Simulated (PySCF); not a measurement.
## Structure elucidation problem

The spectra below were simulated for a compound C₂H₂F₃NO.

1H NMR (300 MHz, computed): δ 5.97 (br, 1H), 4.90 (br, 1H).

13C{1H} NMR (computed): δ 164.2 (C), 126.3 (C).

PySCF calculation with coordinates at the PBE0-D3(BJ)/def2-TZVP level and shieldings: GIAO B97-2/pcSseg-2; a single conformation, one averaged value for each set of equivalent atoms, gas phase, no relativistic terms.

Shifts are taken against calculated references (same method and geometry level): 1H (31.64 ppm), 13C (185.38 ppm) against TMS.

**Question.** What is the structure?

**Answer.** 
The formula gives 1 degree of unsaturation (no ring in the answer). 2 carbon signals for 2 carbons: no two carbons are equivalent. Carbon types of the structure: 2 × C, leaving 2 H on heteroatoms. δC 164.2: amide carbonyl carbon; lone-pair donation from the attached heteroatom keeps it upfield of a ketone carbonyl. δC 126.3: CF3 carbon; 3 electronegative neighbours deshield it. δH 5.97, 4.90: hydrogen on an amide-type nitrogen; exchangeable; this is the value without hydrogen bonding to other molecules.

Structure: SMILES NC(=O)C(F)(F)F.

The data come from this structure; uniqueness wasn't tested.

Exchangeable OH/NH protons stand at their gas-phase positions; hydrogen bonding in a real sample shifts them, mostly to higher δ. The two substituents on the amide-type nitrogen aren't averaged: C–N rotation is slow on the NMR time scale. Splittings by 19F in the carbon and heteronuclear signals aren't shown, as no couplings were computed. Shifts are as computed. Against solution values, carbons near 30 ppm lie about +3 ppm off and those near 130 ppm about +7 ppm. Of 1211 compounds with measured shifts, 218 miss one by over three times the rms of a fit or turn the order of signals round; such compounds aren't used in these exercises. The C=O carbon of an acid or of an amide with N–H lies up to 10 ppm further downfield in solution, through hydrogen bonding that the calculation lacks.
